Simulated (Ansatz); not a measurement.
```yaml
crystal:
  periodic: [false, false, false]
  atoms:
    - {symbol: B, position_ang: [-1.193112, 1.024124, -0.551116]}
    - {symbol: B, position_ang: [0.220091, 0.226363, -0.347905]}
    - {symbol: Si, position_ang: [0.358609, -1.179564, 1.102795]}
    - {symbol: S, position_ang: [1.707119, 0.450045, -1.278927]}
    - {symbol: H, position_ang: [-2.054120, 0.603140, -1.271975]}
    - {symbol: H, position_ang: [-1.439967, 2.029935, 0.053365]}
    - {symbol: H, position_ang: [1.711092, -1.801564, 1.138755]}
    - {symbol: H, position_ang: [-0.650375, -2.250392, 0.873608]}
    - {symbol: H, position_ang: [0.081439, -0.568460, 2.432128]}
    - {symbol: H, position_ang: [1.342326, 1.415173, -2.147730]}
basis:
  gaussian: {orbitals: "6-31++G**", nuclear_model: gaussian}
total_charge: 3
magnetization: {spin_polarized: true, initial_magnetization: 1}
hamiltonian: {xc: {name: B2GP-PLYP}}
output: {forces: true}
```

```sh
$ ansatz run in.yaml --threads 2 --pin off --events-out ev --progress --plain --max-ram 4352MiB
```

Shortened log:

```
Functional definition: B2GP-PLYP
1056 factors; integrals over basis functions are off by at most 1.3e-3 eV
mean field evaluation 1: about -20072.4931 eV, gradient 4.5e1 eV
mean field evaluation 2: about -20072.5917 eV, gradient 4.4e1 eV
mean field evaluation 4: about -20091.9101 eV, gradient 2.2e1 eV
mean field evaluation 8: about -20097.8361 eV, gradient 2.2e0 eV
mean field evaluation 16: about -20098.2022 eV, gradient 1.4e-1 eV
mean field evaluation 32: about -20098.2629 eV, gradient 2.6e-1 eV
mean field evaluation 96: about -20098.3997 eV, gradient 5.0e-4 eV
mean field -20098.43406783 eV, -738.6038287848 hartree, gradient 2.2e-6 eV, S^2 1.793253; 20 other end points of the search recorded, 0 dependent functions left out
12 core orbitals not correlated: weight in the atoms' cores, before any rotation towards them, 1.000 or more for the frozen orbitals, at most 0.000 for the correlated occupied ones
reference -20098.43422677 eV, -738.6038346257 hartree; 10, 9 occupied and 98, 99 virtual orbitals, 1056 factors
second order -10.55165266 eV of doubles, -0.00000000 eV of singles
Total energy: -20102.23282173 eV, -738.7434304157 hartree
Atom 0 at    -1.193112     1.024124    -0.551116 Å, force    -2.938697     1.235618     0.039816 eV/Å
Atom 1 at     0.220091     0.226363    -0.347905 Å, force     0.474912    -0.404480     0.211322 eV/Å
Atom 2 at     0.358609    -1.179564     1.102795 Å, force     2.428630    -0.839364    -0.229443 eV/Å
Atom 3 at     1.707119     0.450045    -1.278927 Å, force     2.092767     0.491961    -1.501694 eV/Å
Atom 4 at    -2.054120     0.603140    -1.271975 Å, force     0.272184    -0.852284    -0.622325 eV/Å
Atom 5 at    -1.439967     2.029935     0.053365 Å, force     0.823370     0.427588     0.566299 eV/Å
Atom 6 at     1.711092    -1.801564     1.138755 Å, force     0.033331     0.365142    -0.413569 eV/Å
Atom 7 at    -0.650375    -2.250392     0.873608 Å, force    -1.923333    -1.130726     0.632981 eV/Å
Atom 8 at     0.081439    -0.568460     2.432128 Å, force    -1.337866     0.217416     1.877056 eV/Å
Atom 9 at     1.342326     1.415173    -2.147730 Å, force     0.074701     0.489129    -0.560443 eV/Å
Dipole moment:    -0.790698     0.116004     0.242328 e Å
```

Q: Something in this input is off. What?

A: The charge is far from anything that the molecule holds. The calculation finished and met its thresholds. The result belongs to that input, not to the molecule as meant.
